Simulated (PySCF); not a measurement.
C5H6F2O2.
Numbering: `[CH3:1][CH2:2][O:3][C:4](=[O:5])[CH:6]=[C:7]([F:8])[F:9]` (hydrogens: H10, H11, H12 on C1; H13, H14 on C2; H15 on C6)

A linear-response calculation (PySCF, def2-SVPD basis, gas phase, vertical, core orbitals frozen in the response) gave these numbers; the functional is withheld.

Orbital energies (eV): HOMO-3 -9.75, HOMO-2 -8.92, HOMO-1 -8.37, HOMO -8.21, LUMO -1.29, LUMO+1 0.51, LUMO+2 1.01.

| state | E (eV) | f | main configurations (H = HOMO, L = LUMO) |
| --- | --- | --- | --- |
| S1 | 5.21 | 0.0002 | H-1→L (95%) |
| S2 | 6.45 | 0.341 | H→L (73%), H-2→L (23%) |
| S3 | 6.77 | 0.157 | H-2→L (73%), H→L (21%) |
| S4 | 7.20 | 0.0025 | H-3→L (92%) |
| S5 | 7.48 | 0.017 | H→L+1 (91%) |
| S6 | 7.87 | 0.018 | H-1→L+1 (94%) |

Triplets (Tamm–Dancoff): T1 4.04 eV, H→L (94%); T2 4.76 eV, H-1→L (93%); T3 5.44 eV, H-2→L (87%); T4 7.00 eV, H-3→L (84%).

Vertical ionisation energy by ΔSCF with the same functional: 10.28 eV. Mean static polarisability: 71.2 au.

**Question.** Which of these was used?
A. PBE
B. PBE0
C. CAM-B3LYP
D. HF

**Answer.** B. PBE0 is a global hybrid with 25% exact exchange. In this run −ε(HOMO) = 8.21 eV differs from the ΔSCF value by -2.07 eV, and S1 differs from the orbital gap of 6.92 eV by -1.72 eV. The ratio −ε(HOMO)/IP is 0.80. Usual ranges for neutral molecules in this basis: 0.7 to 0.83 with PBE0, 0.5 to 0.7 with PBE, 0.85 to 0.93 with CAM-B3LYP; with Hartree–Fock the ratio is 1 or more (Koopmans' value less the relaxation energy is the ΔSCF value). The other options: PBE, a GGA without exact exchange; HF, time-dependent Hartree–Fock, 100% exact exchange; CAM-B3LYP, range-separated, 19% exact exchange at short range and 65% at long range (ω = 0.33 bohr⁻¹).

Level of theory: PySCF 2.14.0, density-fitted response routines, TDDFT PBE0/def2-SVPD, vertical, gas phase, core orbitals frozen in the response. Geometry: PBE0-D3(BJ)/def2-SVP, one conformer, isolated molecule.

The values belong to the conformer `[CH3:1][CH2:2][O:3][C:4](=[O:5])[CH:6]=[C:7]([F:8])[F:9]`: C1–C2–O3–C4 -84°, C2–O3–C4–O5 0°, O3–C4–C6–C7 -1°.
